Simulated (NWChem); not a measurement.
Species: BCl

```xyz
2

B      0.0000     0.0000    -1.2974
Cl     0.0000     0.0000     0.4362
```
Atoms are numbered in this order, from 1.

Geometry: optimised at PBE-D3(BJ)/def2-SVP.

Q: Give the principal values of the shielding tensors (ppm) of B1, Cl2 from Hartree-Fock/IGLO-II, GIAO (NWChem), with their diamagnetic and paramagnetic parts as GIAO splits them.

A: 
| atom | σ11 | σ22 | σ33 | isotropic | diamagnetic | paramagnetic |
|---|---|---|---|---|---|---|
| B1 | -139.2 | -139.2 | 210.2 | -22.7 | 192.6 | -215.3 |
| Cl2 | -99.5 | -99.5 | 1150.0 | 317.0 | 1149.5 | -832.4 |
